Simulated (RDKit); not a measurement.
Input file for RDKit: UFF on CH4N2O (a complex), monomers drawn apart or pushed together.

```python
from rdkit import Chem
from rdkit.Chem import AllChem, rdDetermineBonds

blocks = [
'''2

N     0.32021269    0.45340835   -0.17874948
N    -0.02607307    0.68265078    0.82942213
''',
'''6

C     0.04495275   -0.48648543    5.23654523
O    -1.20355146   -0.00533816    4.76434067
H     0.52887154   -1.15724775    4.51712781
H    -0.15466810   -1.04968698    6.14732663
H     0.73778027    0.32736027    5.47927872
H    -1.05292882    0.47444518    3.94399877
''',
]
mol = None
for b in blocks:
    f = Chem.MolFromXYZBlock(b)
    rdDetermineBonds.DetermineBonds(f, charge=0)
    mol = f if mol is None else Chem.CombineMols(mol, f)
Chem.SanitizeMol(mol)
print(Chem.MolToSmiles(Chem.RemoveHs(mol)))
ff = AllChem.UFFGetMoleculeForceField(mol, vdwThresh=100.0, ignoreInterfragInteractions=False)
e = ff.CalcEnergy()
print(f'UFF energy {e:.6f} kcal/mol')
```

Program output:

```
CO.N#N
UFF energy 3.464244 kcal/mol
```

The run finished.

Cost: about 0.03 core-seconds (a rough figure).
